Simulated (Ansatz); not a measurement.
One change: `N=COCN` becomes `CBOCN`.

Ansatz, PBE0-D4/def2-TZVP geometries, multiplicity 1. Each molecule was computed in one conformer, which needn't be the lowest.

| property | `N=COCN` |
| --- | --- |
| LUMO energy (PBE0/def2-TZVPP) / eV | 0.73 |
| size of the dipole moment (ωB97M-V/def2-TZVPP) / D | 3.66 |
| HOMO–LUMO gap (PBE0/def2-TZVPP) / eV | 8.24 |
| HOMO–LUMO gap (B3LYP/def2-TZVPP) / eV | 7.61 |
| HOMO energy (PBE/def2-TZVPP) / eV | -5.97 |
| HOMO energy (PBE0/def2-TZVPP) / eV | -7.50 |

What does the change do to each property? (An estimate is asked.)

The calculation gave: 
| property | `CBOCN` | shift |
| --- | --- | --- |
| LUMO energy (PBE0/def2-TZVPP) / eV | 0.35 | -0.38 |
| size of the dipole moment (ωB97M-V/def2-TZVPP) / D | 2.15 | -1.51 |
| HOMO–LUMO gap (PBE0/def2-TZVPP) / eV | 7.76 | -0.48 |
| HOMO–LUMO gap (B3LYP/def2-TZVPP) / eV | 7.27 | -0.34 |
| HOMO energy (PBE/def2-TZVPP) / eV | -5.92 | 0.05 |
| HOMO energy (PBE0/def2-TZVPP) / eV | -7.41 | 0.09 |

With PBE0 the HOMO rises by 0.09 eV and the LUMO falls by 0.38 eV, so the gap narrows by about 0.47 eV. PBE moves the HOMO by 0.05 eV and ωB97M-V by 0.05 eV. Dipoles are sizes alone; their direction can turn.

B3LYP here is the variant with VWN-RPA as its local correlation; programs differ in this.
